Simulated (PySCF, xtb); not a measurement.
C₅H₄F₂, SMILES FC1=C(F)CC=C1. One conformer was computed; it need not be the lowest.

Harmonic wavenumbers (cm⁻¹) from GFN2-xTB in xtb 6.7.1 at its own minimum, in rising order: 212, 256, 300, 380, 424, 542, 585, 686, 748, 833, 853, 891, 1008, 1034, 1037, 1120, 1179, 1223, 1288, 1344, 1385, 1588, 1703, 2961, 2985, 3149, 3164.

Q: What does B3LYP-D3(BJ)/def2-SVP in PySCF give at its own minimum? (Estimate from the structure and the level; the computed values follow.)

A: 228, 271, 286, 396, 448, 583, 622, 698, 705, 846, 905, 945, 954, 1054, 1105, 1140, 1219, 1274, 1350, 1390, 1435, 1610, 1770, 3032, 3071, 3219, 3241. Paired by order, the mean absolute difference is 42 cm⁻¹ and the zero-point energies are 47.0 and 48.3 kcal/mol.
